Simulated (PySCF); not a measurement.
# Excitation energy of V by level of theory

V [Ar] 3d3 4s2 (4F) → V [Ar] 3d3 4s1 5s1 (6F), as a difference of total energies. Calculation: PySCF 2.14, in aug-cc-pVTZ with one added diffuse shell each of s, p, d, f, g type (9s8p6d4f3g, 118 functions); no relativity, point nucleus. Correlated levels: valence: [Ar] frozen. The calculations carry no spin-orbit coupling.

```csv
method,excitation energy (eV)
UHF,3.427
PBE,4.269
PBE0,4.186
r2SCAN,4.103
r2SCAN0,4.134
B2PLYP,4.537
MP2 (valence),4.248
SCS-MP2 (valence),4.495
```

Problem. Estimate what LDA gives.

Solution. 4.540 eV, closest to B2PLYP among the rows shown.

Problem. Estimate what BP86 gives.

Solution. 4.422 eV, closest to SCS-MP2 (valence) among the rows shown.

The promoted electron is Rydberg-like, and one or two diffuse shells describe it only roughly, which tends to raise the upper state.
